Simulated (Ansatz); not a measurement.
Job for Ansatz (a program for electronic structure): R-PBE/def2-TZVPP on CH5BOSe (SMILES COB[SeH]), a point of a torsion scan.

Ansatz 0.2 input:
```yaml
crystal:
  periodic: [false, false, false]
  atoms:
    - {symbol: C, position_ang: [-1.03408466, -0.66295910, -0.18149844]}
    - {symbol: O, position_ang: [-0.25205007, 0.34152019, -0.77763139]}
    - {symbol: B, position_ang: [0.58698060, 1.15588414, -0.15014738]}
    - {symbol: Se, position_ang: [2.08188323, 1.76951448, -1.19630568]}
    - {symbol: H, position_ang: [-0.52695177, -1.62072440, -0.31619943]}
    - {symbol: H, position_ang: [-2.00220747, -0.69401285, -0.68488905]}
    - {symbol: H, position_ang: [-1.17923889, -0.47703496, 0.88610044]}
    - {symbol: H, position_ang: [0.54671327, 1.41238076, 0.99723790]}
    - {symbol: H, position_ang: [1.71582517, 1.10743985, -2.41684846]}
basis:
  gaussian:
    orbitals: def2-TZVPP
hamiltonian:
  xc: {name: PBE}
scf: {lower_state_search: off}
```

The log:

```
WARN ansatz: RAYON_NUM_THREADS=1 ignored (pool sized by the plan → 1); use --threads N
Functional definition: PBE
these checks for a lower state are left out or cut short: stability, starts, cluster_reference, orbital_swaps, neighbouring_geometries, increment
integrals: 0.12 GiB planned
1182 factors; their error is unknown
mean field: 0.88 GiB planned
mean field evaluation 1: about -69170.6432 eV, gradient 6.4e1 eV
mean field evaluation 2: about -69105.5424 eV, gradient 1.8e2 eV
mean field evaluation 4: about -69178.9873 eV, gradient 1.9e1 eV
mean field evaluation 8: about -69179.6420 eV, gradient 1.4e-1 eV
mean field evaluation 16: about -69179.5987 eV, gradient 2.7e-4 eV
mean field -69179.59866247 eV, -2542.3033592298 hartree, gradient 3.2e-6 eV, S^2 0.000000; 0 other end points of the search recorded, 0 dependent functions left out
reference -69179.59870379 eV, -2542.3033607480 hartree; 29, 29 occupied and 182, 182 virtual orbitals, 1182 factors
Total energy: -69179.59870379 eV, -2542.3033607480 hartree
Checks for a lower state left out: stability, starts, cluster_reference, orbital_swaps, neighbouring_geometries, increment
```

The run converged.

Cost: around 3 core-seconds (rough).
